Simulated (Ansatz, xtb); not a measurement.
# COS2Te: which of two structures lies lower

Structure X is a singlet given by its coordinates and structure Y is `O=C1SS[Te]1`, a singlet. Both are isolated molecules in the gas phase, relaxed with PBE-D3(BJ)/def2-SVP.

X (Å):

```xyz
5

C    -1.6149    0.1495    2.5494
O    -1.8145    0.8585    3.4802
S    -0.8610   -1.2821    2.0320
S    -0.8177    1.7141   -0.8456
Te   -2.1751    0.2360    0.2066
```

Close contacts (Å): C1–O2 1.19, C1–S3 1.70, C1–Te5 2.41, S3–Te5 2.71, S4–Te5 2.27.

Y (Å):

```xyz
5

C    -1.9404    0.7224   -0.1876
O    -2.9715    0.7946   -0.7962
S    -1.7161    0.0014    1.4346
S     0.3878    0.4099    1.5022
Te    0.0826    1.4128   -0.7514
```

Quicker runs give these differences E(Y) − E(X): GFN2-xTB −0.3 kJ/mol; HF/STO-3G −333.1 kJ/mol (at GFN2-xTB geometries); r2SCAN-D4/def2-SVP −27.0 kJ/mol (at GFN2-xTB geometries).

Task: Estimate E(Y) − E(X) at the level CCSD(T)/def2-SVP + ΔMP2/def2-TZVPP.

Result: Calculated at CCSD(T)/def2-SVP + ΔMP2/def2-TZVPP: E(Y) − E(X) = −44.8 kJ/mol, so structure Y lies lower.

Level by level:

```
                             level             geometry  E(Y) − E(X) (kJ/mol)  departure from the last row (kJ/mol)  job, with rough time for the two
                          GFN2-xTB             GFN2-xTB                    −0.3                                 +44.5              optimisation, 0.16 s
                         HF/STO-3G             GFN2-xTB                  −333.1                                −288.3               single point, 2.1 s
                r2SCAN-D4/def2-SVP             GFN2-xTB                   −27.0                                 +17.9               single point, 6.2 s
               PBE-D3(BJ)/def2-SVP  PBE-D3(BJ)/def2-SVP                   −12.7                                 +32.1                optimisation, 36 s
                       HF/def2-SVP  PBE-D3(BJ)/def2-SVP                  −104.9                                 −60.0           part of the CCSD(T) run
                      MP2/def2-SVP  PBE-D3(BJ)/def2-SVP                   −25.5                                 +19.3           part of the CCSD(T) run
                  CCSD(T)/def2-SVP  PBE-D3(BJ)/def2-SVP                   −38.8                                  +6.0                      single point
CCSD(T)/def2-SVP + ΔMP2/def2-TZVPP  PBE-D3(BJ)/def2-SVP                   −44.8                                                      single point, 56 s
```

GFN2-xTB finds them nearly level. The largest departure from CCSD(T)/def2-SVP + ΔMP2/def2-TZVPP is that of HF/STO-3G, 288.3 kJ/mol. The last row adds to CCSD(T) the change of the MP2 difference between the two basis sets, here −6.0 kJ/mol.

With harmonic frequencies from PBE-D3(BJ)/def2-SVP (ideal gas, rigid rotor, one conformer each, 298.15 K, 1 atm): the zero-point term adds +2.0 kJ/mol; ΔH is −44.4 and ΔG −39.7 kJ/mol.

The T1 diagnostic of structure X is large, so the coupled-cluster value is less sure. The correlated steps freeze 16 core orbitals; the filled d shell of Te is correlated, in a basis made for valence electrons. Atoms past krypton carry core potentials in the def2 sets, other sets are all-electron and non-relativistic, and no spin–orbit term is included. Mirror images aren't counted in ΔG. Codes used: Ansatz 0.2.0, xtb 6.7.1; the last row on 1 thread of Arm Neoverse V1 on a shared host.
